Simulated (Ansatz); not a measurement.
A structure relaxed at PBE0-D4/def2-TZVP, charge 0, multiplicity 1:

Cartesian coordinates in Å:
```
C 0.111 -0.935 -1.839
N 0.108 -0.330 -0.535
B 1.070 -0.449 0.468
C 0.662 0.429 1.719
B -0.731 0.988 1.286
C -1.026 0.516 -0.183
H 1.006 -1.544 -1.961
H 0.096 -0.174 -2.629
H -0.769 -1.573 -1.981
H 2.044 -1.130 0.304
H 1.358 1.273 1.862
H 0.671 -0.068 2.696
H -1.484 1.665 1.927
H -1.979 -0.033 -0.256
H -1.136 1.365 -0.877
```

Give its formula and SMILES.

C3H9B2N, `CN1BCBC1`.

Point group (tolerance 0.08 Å, 0.16 Å for H)?

C1.

Summarise the bond lengths by kind.

2 × C–N 1.437 to 1.458 Å; 7 × C–H 1.090 to 1.103 Å; 1 × B–N 1.395 Å; 3 × B–C 1.562 to 1.582 Å; 2 × B–H 1.198 to 1.199 Å.

Computed with Ansatz.
